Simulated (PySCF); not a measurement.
Species: C2H5NOSi.
InChI=1S/C2H5NOSi/c1-2-5(3)4/h1,4-5H,3H2/t5-/m1/s1

The calculation used EOM-IP-CCSD/aug-cc-pVDZ in PySCF, restricted Hartree–Fock reference, 9 core orbitals frozen, non-relativistic, gas phase, PBE0-D3(BJ)/def2-SVP geometry.

The vertical ionisation energies are 10.11, 10.94, 11.00, 11.53, 12.77, 13.60, 14.65, 17.00 eV.

Which Hartree–Fock orbital leads each hole, and what is its Koopmans value −ε?

```json
{"leading hole (HF orbital)": "HOMO-2", "Koopmans (eV)": "11.59", "EOM-IP-CCSD (eV)": "10.11", "change (eV)": "-1.48", "one-hole share": "0.95"}
{"leading hole (HF orbital)": "HOMO-1", "Koopmans (eV)": "10.98", "EOM-IP-CCSD (eV)": "10.94", "change (eV)": "-0.04", "one-hole share": "0.96"}
{"leading hole (HF orbital)": "HOMO", "Koopmans (eV)": "10.91", "EOM-IP-CCSD (eV)": "11.00", "change (eV)": "+0.09", "one-hole share": "0.96"}
{"leading hole (HF orbital)": "HOMO-3", "Koopmans (eV)": "12.90", "EOM-IP-CCSD (eV)": "11.53", "change (eV)": "-1.37", "one-hole share": "0.95"}
{"leading hole (HF orbital)": "HOMO-4", "Koopmans (eV)": "14.57", "EOM-IP-CCSD (eV)": "12.77", "change (eV)": "-1.80", "one-hole share": "0.94"}
{"leading hole (HF orbital)": "HOMO-5", "Koopmans (eV)": "14.99", "EOM-IP-CCSD (eV)": "13.60", "change (eV)": "-1.39", "one-hole share": "0.94"}
{"leading hole (HF orbital)": "HOMO-6", "Koopmans (eV)": "16.18", "EOM-IP-CCSD (eV)": "14.65", "change (eV)": "-1.53", "one-hole share": "0.94"}
{"leading hole (HF orbital)": "HOMO-7", "Koopmans (eV)": "18.13", "EOM-IP-CCSD (eV)": "17.00", "change (eV)": "-1.13", "one-hole share": "0.95"}
```

Does the order of the lines follow the orbital energies?

No: the HOMO-2 hole (10.11 eV) falls below the HOMO-1 hole (10.94 eV); the HOMO-2 hole (10.11 eV) falls below the HOMO hole (11.00 eV); the HOMO-1 hole (10.94 eV) falls below the HOMO hole (11.00 eV). The corrections run from -1.80 to +0.09 eV, with a mean of -1.08 eV over the 8 lines; EOM-IP-CCSD lies above the Koopmans value for HOMO.

At what kinetic energies would He I light (21.22 eV) eject these electrons?

11.11 eV (HOMO-2), 10.28 eV (HOMO-1), 10.22 eV (HOMO), 9.69 eV (HOMO-3), 8.45 eV (HOMO-4), 7.62 eV (HOMO-5), 6.57 eV (HOMO-6), 4.22 eV (HOMO-7).

Lines less than 0.15 eV apart could change places at a higher level. One root was sought for each valence orbital with −ε under 21 eV, eight at most, so deeper holes and satellites are missing; no vibrational structure.

The values belong to the conformer `[CH:1]#[C:2][Si@H:3]([NH2:4])[OH:5]`: H–N4–Si3–C2 -58°, H–N4–Si3–C2 150°, H–O5–Si3–C2 -26°.
